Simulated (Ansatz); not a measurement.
Program: Ansatz. Geometries: PBE0-D4/def2-TZVP. ΔE: electronic, gas phase. CBS: MP2 limit from def2 TZ/QZ plus the TZ coupled-cluster correction, frozen cores. Functionals use def2-TZVPP. B3LYP here is the variant with VWN-RPA as its local correlation; programs differ in this. For Se outer-core shells are correlated without core-valence functions, which leaves a few kJ/mol of doubt a bond. Scalar relativity is left out up to krypton. Each species was taken in one conformer, which may not be the lowest.

`C=C(F)BCl` + `[SiH3][SeH]` → `[SiH3][Se]BCl` + `C=CF`  (ligand exchange at a B–C bond)

```
             level  ΔE (kcal/mol)
           PBE0-D4          -11.5
            B2PLYP          -10.9
              PBE0          -11.1
             B3LYP           -9.7
     HF/def2-TZVPP           -8.9
    MP2/def2-TZVPP          -13.2
SCS-MP2/def2-TZVPP          -12.2
      HF/CBS(def2)           -8.7
```

(1) What does CCSD(T)/CBS give? (Estimate.)

Largest T1 diagnostic among the species: 0.013.

Answers

(1) Computed: -12.1 kcal/mol. The listed levels differ from it by 0.6, 1.2, 1.0, 2.4, 3.2, -1.1, -0.1, 3.4 kcal/mol.

In def2-TZVPP, CCSD(T) changes the Hartree–Fock value by −2.8 kcal/mol (the triples alone add −0.5 kcal/mol) and MP2 by −4.4 kcal/mol.
